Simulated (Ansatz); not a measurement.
What each rung costs, and what it gives

Saddle point of SiH5ClF2, singlet (SiH₃Cl ([SiH3][Cl]) + HF + HF → SiH₃F ([F][SiH3]) + HCl + HF; bonds formed: Si1–F7, Cl2–H8, H6–F9; bonds broken: Si1–Cl2, H6–F7, H8–F9), PBE0-D4/def2-TZVP structure:

| atom | x (Å) | y (Å) | z (Å) |
| --- | --- | --- | --- |
| Si1 | -0.3129 | 1.0110 | -0.5456 |
| Cl2 | 1.7053 | -0.2957 | -0.3062 |
| H3 | -0.8164 | 0.2349 | -1.6922 |
| H4 | -1.3874 | 1.8672 | 0.0266 |
| H5 | 0.6950 | 2.0282 | -0.9349 |
| H6 | -0.3870 | -1.1022 | 1.0215 |
| F7 | -0.8364 | -0.1157 | 0.8466 |
| H8 | 1.0466 | -1.5564 | 0.5099 |
| F9 | 0.2932 | -2.0713 | 1.0744 |

Barriers are electronic and count from the start structure reached by relaxing down the imaginary mode.

Computed with Ansatz 0.2.0 (basis: as named in each row); correlated methods freeze the cores. B3LYP uses VWN-RPA correlation. Extrapolation: Hartree–Fock as exp(−7.88 √X), correlation as X^−2.97.

Times are rough, for one single point on 4 threads of a shared host (Intel Xeon).

The estimate by CCSD(T) at an estimated basis limit (MP2 extrapolated from triple and quadruple zeta, plus CCSD(T) − MP2 in triple zeta) is 1.286 eV.

| method | basis | time (s) | barrier (eV) | method less estimate |
| --- | --- | --- | --- | --- |
| HF | STO-3G | under 1 | 0.791 | -0.495 |
| SPW92 | def2-SVP | under 1 | 0.103 | -1.183 |
| PBE-D4 | STO-3G | under 1 | -1.845 | -3.131 |
| PBE-D4 | def2-SVP | under 1 | 0.610 | -0.676 |
| B3LYP-D4 | 6-31G | 1 | 0.746 | -0.540 |
| PBE0-D4 | def2-SVP | 1 | 0.851 | -0.435 |
| SPW92 | def2-TZVPP | 2 | 0.395 | -0.891 |
| PBE-D4 | def2-TZVPP | 2 | 0.886 | -0.400 |
| BLYP-D4 | def2-TZVPP | 2 | 1.019 | -0.267 |
| PBE0-D4 | def2-TZVPP | 3 | 1.067 | -0.219 |
| CAM-B3LYP-D4 | def2-TZVPP | 3 | 1.104 | -0.182 |
| B3LYP-D4 | def2-TZVPP | 3 | 1.137 | -0.149 |
| BHLYP-D4 | def2-TZVPP | 3 | 1.328 | 0.042 |
| wB97M-V | def2-SVP | 3 | 0.865 | -0.421 |
| r2SCAN-D4 | def2-TZVPP | 4 | 0.942 | -0.344 |
| CCSD(T) | def2-SVP | 4 | 1.302 | 0.016 |
| r2SCAN0-D4 | def2-TZVPP | 4 | 1.081 | -0.205 |
| B2PLYP | def2-TZVPP | 5 | 1.210 | -0.076 |
| PBE-QIDH | def2-TZVPP | 6 | 1.195 | -0.091 |
| B97M-V | def2-TZVPP | 6 | 1.184 | -0.102 |
| RPA on PBE | def2-TZVPP | 6 | 1.235 | -0.050 |
| wB97X-V | def2-TZVPP | 7 | 1.166 | -0.120 |
| wB97M-V | def2-TZVPP | 7 | 1.118 | -0.168 |
| MP2 | def2-QZVPP | 22 | 1.231 | -0.055 |
| CCSD(T) | def2-TZVPP | 84 | 1.281 | -0.005 |

All methods are single points on the PBE0-D4 structures; a negative value means that the method puts the saddle structure below the start.

No T1 diagnostic of these runs exceeds 0.011.

Labels in which every atom is bracketed show which atoms are joined, not bond orders.
